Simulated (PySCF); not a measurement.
Species: C7H14SSi.
Numbering: `[CH:1]#[C:2][SiH2:3][S:4][CH2:5][C:6]([CH3:7])([CH3:8])[CH3:9]` (hydrogens: H10 on C1; H11, H12 on Si3; H13, H14 on C5; H15, H16, H17 on C7; H18, H19, H20 on C8; H21, H22, H23 on C9)

All values: PBE0/pcSseg-1 (PySCF, non-relativistic), on one gas-phase PBE0-D3(BJ)/def2-SVP geometry that isn't relaxed in the solvent. The solvent is an IEF-PCM continuum (cavity from Bondi-type radii × 1.2). The model holds no explicit solvent molecules, cavitation or dispersion.

Gas phase at PBE0/pcSseg-1: HOMO -6.93 eV, LUMO -0.48 eV, dipole 1.87 D.

Task: What does the continuum do to the energy, the frontier levels and the dipole at PBE0/pcSseg-1 in chloroform?

Result: 
```csv
solvent,ε,E(solvent) − E(gas) (kJ/mol),polarisation term (kJ/mol),distortion of the solute (kJ/mol),HOMO (eV),LUMO (eV),dipole (D)
chloroform,4.711,-12.74,-13.95,1.21,-7.01,-0.48,2.37
```

Polarisation term: ½ Σ q·V over the induced surface charges. Distortion: the rise of the solute's own energy as its density leaves the gas-phase optimum.

Task: Which radius a makes the point-dipole formula ΔE = −[(ε − 1)/(2ε + 1)]·μ²/a³ give the value in chloroform, with the gas-phase dipole?

Result: μ = 0.735 au and |ΔE| = 0.00485 Eh give a = 1.80 Å; the farthest nucleus lies 5.00 Å from the centroid of the nuclei, so such a sphere wouldn't even hold the nuclei. The formula assumes a rigid point dipole at the centre of a sphere.

Task: Which Hirshfeld charges (PBE0/pcSseg-1) respond most in chloroform (means over atoms taken as equivalent)?

Result: 
| atoms | environment | gas (e) | solvent (e) | change |
| --- | --- | --- | --- | --- |
| S4 | sulfur bonded to C and Si | -0.063 | -0.080 | -0.017 |
| H10 | alkyne hydrogen | +0.102 | +0.114 | +0.012 |
| C2 | alkyne carbon | -0.157 | -0.167 | -0.010 |
| H13/H14 | methylene hydrogen | +0.035 | +0.038 | +0.003 |
| H11/H12 | Si–H hydrogen | -0.067 | -0.065 | +0.002 |
| Si3 | SiH2 silicon | +0.322 | +0.320 | -0.002 |
| C5 | sp3 carbon bound to sulfur | -0.064 | -0.062 | +0.002 |
| C6 | quaternary sp3 carbon | +0.024 | +0.025 | +0.001 |

Task: How do the nuclear quadrupole coupling constants eQVzz/h respond in chloroform?

Result: 
| nucleus | Q (barn) | gas (MHz) | solvent (MHz) | η gas | η solvent |
| --- | --- | --- | --- | --- | --- |
| 33S at S4 | -0.06781 | 36.53 | 35.48 | 0.74 | 0.74 |

Shape of the structure used: `[CH:1]#[C:2][SiH2:3][S:4][CH2:5][C:6]([CH3:7])([CH3:8])[CH3:9]`: C2–Si3–S4–C5 59°, Si3–S4–C5–C6 -173°, S4–C5–C6–C7 -179°.
